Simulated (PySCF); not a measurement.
B2HO2, SMILES B(B=[OH+])=O, charge +1. Atoms are numbered in the order given.

```xyz
5

O      0.0000     0.0000     2.1366
B      0.0000     0.0000     0.9471
B      0.0000     0.0000    -0.7077
O      0.0000     0.0000    -1.9245
H      0.0000     0.0000    -2.8937
```
Charge +1, spin multiplicity 1.

Geometry optimised at ωB97X-D3(BJ)/def2-TZVP. The isomer is the one that the SMILES or the coordinates give; other isomers of the formula were not compared. One conformer was computed; it need not be the lowest.

Two levels are set side by side: PBE/pcJ-1 (PySCF) and PBE0/pcJ-1 (PySCF). One-bond couplings, all four terms, same geometry. Isotopes: 11B, 17O, 1H. Differences are taken from unrounded values.

```csv
quantity,PBE0
"¹J(B2,B3) (Hz)",259.7
```

What does PBE give, and how far is it from PBE0? (Estimate from the structure and the level; the computed values follow.)


```tsv
quantity	PBE	PBE minus PBE0
¹J(B2,B3) (Hz)	252.7	-7.0
```

Rough cost on one machine, each run with all the roots and properties that it gave: PBE0 against PBE within a factor of 2.
